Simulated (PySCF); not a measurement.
Input for PySCF: R-HF/STO-3G on BH4NO2 (SMILES NB(O)O), a point of a torsion scan.

```python
from pyscf import gto, scf, dft, mp
from pyscf.data.elements import chemcore

mol = gto.M(
    atom='''
    N     1.15312782   -0.05619683    0.19189834
    B    -0.19781646    0.05909226   -0.18818973
    O    -0.97770388    1.13565138    0.15303386
    O    -0.75118022   -0.94316756   -0.92651867
    H     1.65707404    0.62055159    0.73320673
    H     1.69989831   -0.85372264   -0.07111650
    H    -0.53753724    1.80650060    0.66983887
    H    -1.66897863   -0.77265461   -1.13371687
    ''',
    basis='sto-3g',
    charge=0, spin=0, verbose=3, max_memory=1800)
mf = scf.RHF(mol)
mf.conv_tol = 1e-8
mf.max_cycle = 100
mf.kernel()
if not mf.converged:
    mf = mf.newton().run(mf.mo_coeff, mf.mo_occ)
```

Program output:

```
converged SCF energy = -228.254647911781
```

The calculation finished and met its thresholds.

Cost: around 0.21 core-seconds (rough).
